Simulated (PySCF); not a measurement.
C4H6OSe. Atoms are numbered in the order given.

```xyz
12

C      2.4791     0.0547     0.0415
C      1.3648    -0.6648    -0.0521
O      1.1103    -1.9220     0.4244
C     -0.2572    -1.8642    -0.0132
C     -0.0144    -0.4769    -0.6290
Se    -0.9580     1.0716     0.0822
H      2.5097     1.0553    -0.3897
H      3.3597    -0.3429     0.5477
H     -0.4941    -2.6719    -0.7238
H     -0.9576    -1.8827     0.8357
H     -0.0446    -0.4438    -1.7265
H     -2.1167     0.9365    -0.8170
```

Geometry optimised at PBE0-D3(BJ)/def2-SVP. The structure was generated by enumeration; whether it is a known compound was not checked. One conformer was computed; it need not be the lowest.

Method: PySCF with TDA-ωB97X/def2-SVPD.

Vertical excitations. The molecule is in vacuum.

Computed excitation energies, oscillator strengths and character:
```
state  energy (eV)  λ (nm)      f                                                                  main pairs
-----  -----------  ------  -----  --------------------------------------------------------------------------
S1            5.02     247  0.001                                        HOMO−1→LUMO+1 41 %, HOMO−1→LUMO 35 %
S2            5.84     212  0.024                                        HOMO−1→LUMO 46 %, HOMO−1→LUMO+1 36 %
S3            6.33     196  0.048                           HOMO→LUMO 45 %, HOMO→LUMO+1 26 %, HOMO→LUMO+2 8 %
S4            6.72     184  0.258         HOMO→LUMO+1 35 %, HOMO→LUMO 20 %, HOMO→LUMO+3 12 %, HOMO→LUMO+2 9 %
S5            7.25     171  0.004      HOMO→LUMO+6 25 %, HOMO→LUMO+3 17 %, HOMO→LUMO+1 15 %, HOMO→LUMO+4 10 %
S6            7.31     170  0.045                                        HOMO−1→LUMO+2 66 %, HOMO→LUMO+2 10 %
S7            7.61     163  0.024    HOMO−1→LUMO+3 26 %, HOMO→LUMO+3 22 %, HOMO→LUMO+2 15 %, HOMO→LUMO+6 11 %
S8            7.66     162  0.013   HOMO−1→LUMO+3 33 %, HOMO−1→LUMO+2 17 %, HOMO→LUMO+6 14 %, HOMO→LUMO+2 5 %
S9            7.72     161  0.164  HOMO−1→LUMO+5 38 %, HOMO−1→LUMO+8 13 %, HOMO→LUMO+5 8 %, HOMO−1→LUMO+7 7 %
S10           7.95     156  0.020                        HOMO→LUMO+2 19 %, HOMO→LUMO+7 19 %, HOMO→LUMO+4 13 %
T1            4.16     298      0          HOMO→LUMO 34 %, HOMO→LUMO+2 22 %, HOMO→LUMO+4 9 %, HOMO→LUMO+5 9 %
T2            4.56     272      0                                        HOMO−1→LUMO 41 %, HOMO−1→LUMO+1 33 %
T3            5.33     233      0                     HOMO−1→LUMO 36 %, HOMO−1→LUMO+1 34 %, HOMO−1→LUMO+5 7 %
T4            6.33     196      0                           HOMO→LUMO+1 46 %, HOMO→LUMO 17 %, HOMO→LUMO+3 8 %
```
Triplets are in the Tamm–Dancoff approximation.
